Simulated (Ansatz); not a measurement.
Reaction (formal exchange of groups at the Sn–O bond): `[CH3][SnH]([OH])[Cl]` + `C#C` → `C#[C][SnH]([CH3])[Cl]` + H₂O

Calculated with Ansatz (gas phase, PBE0-D4/def2-TZVP geometries, no zero-point term in ΔE). CBS: MP2 limit from def2 TZ/QZ plus the TZ coupled-cluster correction, frozen cores. This one scheme is used for every species. Functionals use def2-TZVPP. B3LYP here is the variant with VWN-RPA as its local correlation; programs differ in this. HSE06 is defined as in plane-wave codes. Elements past krypton have def2 core potentials. For Sn outer-core shells are correlated without core-valence functions, which leaves a few kJ/mol of doubt a bond. Each species was taken in one conformer, which may not be the lowest.

`[CH3][SnH]([OH])[Cl]`:

Z-matrix (Å, degrees):
```
C
Sn 1 2.113
H 1 1.089 2 110.0
H 1 1.089 2 108.2 3 119.8
H 1 1.090 2 109.6 3 -120.8
O 2 1.957 1 105.1 3 -175.3
Cl 2 2.339 1 109.1 3 -61.7
H 2 1.706 1 120.2 3 60.0
H 6 0.960 2 113.9 1 167.9
```

`C#C`:

```xyz
4

C     0.079   -0.592    0.036
C    -0.079    0.592   -0.036
H     0.220   -1.645    0.101
H    -0.220    1.645   -0.101
```

`C#[C][SnH]([CH3])[Cl]`:

```xyz
10

C    -2.847    0.194   -0.007
C    -1.705   -0.186    0.074
Sn    0.275   -0.795    0.233
C     1.586    0.848   -0.041
Cl    0.644   -2.257   -1.550
H    -3.859    0.522   -0.084
H     0.484   -1.712    1.650
H     2.618    0.501   -0.014
H     1.379    1.302   -1.009
H     1.425    1.583    0.748
```

H₂O:

Cartesian coordinates in Å:
```
O -0.100 -0.305 -0.220
H -0.686 0.296 0.245
H 0.786 0.009 -0.025
```

(1) Is it downhill or uphill in electronic energy at CCSD(T)/CBS, and by how much? (Estimate.)

(2) What do these levels give: PBE0-D4, r2SCANh-D4, BHLYP-D4, ωB97X-V, ωB97M-V, B3LYP, r2SCANh, r2SCAN0, HSE06, CAM-B3LYP, MP2/def2-SVP, SCS-MP2/def2-QZVPP? (Best estimate.)

Largest T1 diagnostic among the species: 0.013.

Results:

(1) Computed: Uphill: ΔE = +1.8 kcal/mol.

(2) The calculation gave: PBE0-D4 2.0, r2SCANh-D4 3.4, BHLYP-D4 2.8, ωB97X-V 3.4, ωB97M-V 2.9, B3LYP 4.7, r2SCANh 3.6, r2SCAN0 2.9, HSE06 2.5, CAM-B3LYP 4.8, MP2/def2-SVP 2.6, SCS-MP2/def2-QZVPP 1.7 kcal/mol.

From PBE to PBE0 (25 % exact exchange), in def2-TZVPP and without D4, ΔE moves by −1.4 kcal/mol. In def2-TZVPP, CCSD(T) changes the Hartree–Fock value by −2.3 kcal/mol (the triples alone add −0.2 kcal/mol) and MP2 by −2.9 kcal/mol. The D4 term adds −0.9 kcal/mol with B3LYP and −0.6 kcal/mol with PBE0; it sums over pairs of atoms, weighted by their polarisabilities, and B3LYP, whose exchange is more repulsive, gets the larger term.
